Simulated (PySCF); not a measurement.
Predicted microwave data (PBE0/def2-SVPD in PySCF (dipole) on a GFN2-xTB geometry, gas phase) for one isomer of C5H10OS:

```
Rotational constants : A = 4820, B = 1100, C = 1051 MHz
Dipole components    : |μa| = 0.56 D, |μb| = 3.62 D, |μc| = 0.22 D
Inertial defect      : -83.43 u·Å²
κ                    : -0.97
```

Question: Which candidate fits, each taken in the one conformer that was computed?
A. `[CH3:1][S:2][C@H:3]([CH3:4])[C:5]([CH3:6])=[O:7]` with C1–S2–C3–C4 55°, S2–C3–C5–C6 -85° (3-methylthio-2-butanone)
B. `[CH3:1][S:2][CH2:3][O:4][CH:5]1[CH2:6][CH2:7]1` with C1–S2–C3–O4 64°, S2–C3–O4–C5 76°, C3–O4–C5–C6 -90°
C. `[CH2:1]=[CH:2][CH2:3][CH2:4][S@@:5]([CH3:6])=[O:7]` with C1–C2–C3–C4 -123°, C2–C3–C4–S5 -67°, C3–C4–S5–C6 -176°
D. `[O:1]=[S:2]1[CH2:3][CH2:4][CH2:5][CH2:6][CH2:7]1` with O1–S2–C3–C4 -170°, S2–C3–C4–C5 67°, C3–C4–C5–C6 -61°, C4–C5–C6–C7 61°

Answer: C. It is C=CCC[S@@](C)=O, a near-prolate asymmetric top, point group C1. The candidates at the same level (rigid rotor, commonest isotopes):

```
          SMILES  A (MHz)  B (MHz)  C (MHz)  μa (D)  μb (D)  μc (D)  Δ (u·Å²)  point group                        rotor
CS[C@H](C)C(C)=O     2724     1719     1580    0.07    0.16    1.51   -159.68           C1               asymmetric top
 C=CCC[S@@](C)=O     4820     1100     1051    0.56    3.62    0.22    -83.43           C1  near-prolate asymmetric top
       CSCOC1CC1     4046     1316     1232    0.62    0.11    0.38    -98.62           C1  near-prolate asymmetric top
      O=S1CCCCC1     3907     1885     1422    4.56    0.00    0.26    -41.93           Cs               asymmetric top
```

`O=S1CCCCC1` has B 71 % too high; `CSCOC1CC1` has B 20 % too high; `CS[C@H](C)C(C)=O` has B 56 % too high. No structure here is proved a minimum.
